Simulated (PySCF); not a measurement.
A structure optimised at PBE-D3(BJ)/def2-SVP, used in a PySCF frequency run:

```xyz
9

Sn     0.3946    -0.2810     0.0000
F      0.7977     0.8690    -1.5241
F      0.7977     0.8690     1.5241
O     -1.5596    -0.6288     0.0000
C     -2.4589     0.4763     0.0000
H      1.3244    -1.7182     0.0000
H     -2.3476     1.1194     0.9023
H     -3.4892     0.0626     0.0000
H     -2.3476     1.1194    -0.9023
```
Charge 0, spin multiplicity 1.

**Question.** Write its SMILES, formula and point group.

**Answer.** C[O][SnH]([F])[F], CH4F2OSn, Cs

**Question.** What are its rotational constants (standard atomic weights)?

**Answer.** 3.5586, 2.1918, 1.8832 GHz
